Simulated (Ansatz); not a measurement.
Two structures, one formula

The two ends of one reaction step of GeNH$_{5}$, closed shell (PBE0-D4/def2-TZVP).

A:

```
7
angstrom
Ge 0.2161 -0.9059 1.1186
H -0.3312 1.0095 -0.6927
N 0.0877 0.0949 -0.8067
H -1.2934 -0.4336 1.3534
H 0.7887 0.4747 1.6867
H 1.0105 0.2063 -1.2096
H -0.4784 -0.4457 -1.4497
```

B:

```
7
angstrom
Ge 0.3511 -1.0529 0.5222
H -1.6158 1.0708 1.3785
N 0.7320 -0.3868 -1.1239
H -2.1301 0.5477 1.2306
H 0.9994 0.2058 1.2710
H 1.1844 0.4930 -1.3119
H 0.4791 -0.8776 -1.9664
```

Program: Ansatz 0.2.0. Basis: def2-TZVPP. Cores are frozen in the correlated methods. Filled d shells of the heavier atoms are correlated. The def2 sets are not built for correlating such inner shells, so the correlated values are less sure here. B3LYP uses VWN-RPA correlation.

Question: Which structure is lower at CCSD(T), and by how much? (An estimate is asked for; the value comes from the calculation.)

Answer: Computed: A, by 0.421 eV (electronic energy, against the other). By their contacts, A is GeNH₅ ([NH3][GeH2]) and B is a complex of GeNH₃ ([NH2][GeH]) + H₂.

All methods give the same order:

```json
{"method": "SPW92", "E(B) − E(A) (eV)": "0.645"}
{"method": "PBE-D4", "E(B) − E(A) (eV)": "0.415"}
{"method": "BLYP-D4", "E(B) − E(A) (eV)": "0.257"}
{"method": "r2SCAN-D4", "E(B) − E(A) (eV)": "0.466"}
{"method": "B97M-V", "E(B) − E(A) (eV)": "0.498"}
{"method": "PBE0-D4", "E(B) − E(A) (eV)": "0.515"}
{"method": "B3LYP-D4", "E(B) − E(A) (eV)": "0.360"}
{"method": "r2SCAN0-D4", "E(B) − E(A) (eV)": "0.532"}
{"method": "BHLYP-D4", "E(B) − E(A) (eV)": "0.459"}
{"method": "CAM-B3LYP-D4", "E(B) − E(A) (eV)": "0.419"}
{"method": "wB97X-V", "E(B) − E(A) (eV)": "0.444"}
{"method": "wB97M-V", "E(B) − E(A) (eV)": "0.430"}
{"method": "B2PLYP", "E(B) − E(A) (eV)": "0.366"}
{"method": "PBE-QIDH", "E(B) − E(A) (eV)": "0.523"}
{"method": "RPA on PBE", "E(B) − E(A) (eV)": "0.361"}
{"method": "HF", "E(B) − E(A) (eV)": "0.453"}
{"method": "MP2", "E(B) − E(A) (eV)": "0.384"}
{"method": "CCSD", "E(B) − E(A) (eV)": "0.448"}
{"method": "CCSD(T)", "E(B) − E(A) (eV)": "0.421"}
```

The T1 diagnostic stays at or below 0.015.

Labels in which every atom is bracketed show which atoms are joined, not bond orders.

For scale, one of the runs: CCSD(T)/def2-TZVPP, 149 basis functions, launched by `ansatz run in.yaml --threads 2 --pin off --events-out ev --progress --plain --max-ram 4352MiB`. The run took 21 s on 2 CPU threads of an Arm Neoverse V1 (shared host), with 0.95 GiB of host memory at its peak.
